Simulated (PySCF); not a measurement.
GaCl + HCl → GaH + Cl₂

Level: PBE0 in the def2-SVP basis family, all electrons, no relativity, computed in PySCF with density fitting; open shells unrestricted.

| species | state and structure | E (Eh) | ZPE (kJ/mol) | H(298 K) − H(0) (kJ/mol) | S° (J/(mol K)) |
| --- | --- | --- | --- | --- | --- |
| GaCl | singlet, C∞v, Ga–Cl 2.217 Å | -2384.32194 | 2.3 | 9.5 | 239.7 |
| HCl | singlet, C∞v, H–Cl 1.285 Å | -460.50213 | 18.0 | 8.7 | 186.7 |
| GaH | singlet, C∞v, Ga–H 1.683 Å | -1924.91062 | 9.6 | 8.7 | 199.6 |
| Cl₂ | singlet, D∞h, Cl–Cl 2.025 Å | -919.76210 | 3.2 | 9.2 | 223.2 |

(1) What is the electronic reaction energy?

(2) Add zero-point, thermal and entropy terms for 298.15 K and 1 bar.

Results:

(1) At PBE0/def2-SVP, ΔE = 397.4 kJ/mol from the differences of the total energies times 2625.5, uphill. 

(2) ΔZPE = -7.5 and Δ[H(298) − H(0)] = -0.3 kJ/mol give ΔH° = 389.6 kJ/mol. ΔS° = -3.6 J/(mol K), so ΔG° = 389.6 − 298.15 × (-0.0036) = 391 kJ/mol.

The structures come from searches over a few start shapes, so lower isomers are not excluded.
